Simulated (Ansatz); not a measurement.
`[CH3][In]([Cl])[I]` and `[Cl][In]([Cl])[I]` differ in one atom or group.

Ansatz, PBE0-D4/def2-TZVP geometries, multiplicity 1. 

Elements past krypton have def2 core potentials.

```tsv
property	`[CH3][In]([Cl])[I]`
HOMO energy (ωB97M-V/def2-TZVPP) / eV	-9.76
LUMO energy (PBE/def2-TZVPP) / eV	-2.61
HOMO–LUMO gap (B3LYP/def2-TZVPP) / eV	5.31
size of the dipole moment (PBE/def2-TZVPP) / D	3.15
LUMO energy (ωB97M-V/def2-TZVPP) / eV	-0.07
HOMO energy (B3LYP/def2-TZVPP) / eV	-7.39
```

**Question.** What does the change do to each property? (An estimate is asked.)

**Answer.** The calculation gave: 
```csv
property,`[Cl][In]([Cl])[I]`,shift
HOMO energy (ωB97M-V/def2-TZVPP) / eV,-10.43,-0.67
LUMO energy (PBE/def2-TZVPP) / eV,-3.74,-1.13
HOMO–LUMO gap (B3LYP/def2-TZVPP) / eV,4.82,-0.49
size of the dipole moment (PBE/def2-TZVPP) / D,1.29,-1.86
LUMO energy (ωB97M-V/def2-TZVPP) / eV,-1.04,-0.97
HOMO energy (B3LYP/def2-TZVPP) / eV,-8.04,-0.65
```

With PBE0 the HOMO falls by 0.65 eV and the LUMO falls by 1.15 eV, so the gap narrows by about 0.50 eV. PBE moves the HOMO by -0.63 eV and ωB97M-V by -0.67 eV. Dipoles are sizes alone; their direction can turn.

B3LYP here is the variant with VWN-RPA as its local correlation; programs differ in this.

Spin–orbit coupling is left out; it splits and shifts lone-pair levels of the heavy atoms by tenths of an eV.
